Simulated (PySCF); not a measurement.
**How methods differ on the ionisation energy of Se⁺**

Se⁺ [Ar] 3d10 4s2 4p3 (4S) → Se²⁺ [Ar] 3d10 4s2 4p2 (3P), as a difference of total energies. Calculation: PySCF 2.14, in aug-cc-pVTZ-PP with ECP10MDF (6s5p4d2f, 55 functions); scalar relativity through the core potential. Correlated levels: valence: 3s2 3p6 3d10 frozen. The calculations carry no spin-orbit coupling.

```tsv
method	ionisation energy (eV)	difference from reference (eV)
UHF	20.842	-0.354
MP2 (valence)	21.352	+0.156
SCS-MP2 (valence)	21.200	+0.004
CCSD (valence)	21.316	+0.120
CCSD(T) (valence)	21.345	+0.149
```

Reference: 21.196 ± 0.01 eV (measured; NIST Atomic Spectra Database, ionization energies).

The reference lies between the lowest fine-structure levels, while these numbers refer to the centres of the terms.

Errors of the correlated levels include the incompleteness of this basis and the frozen core.
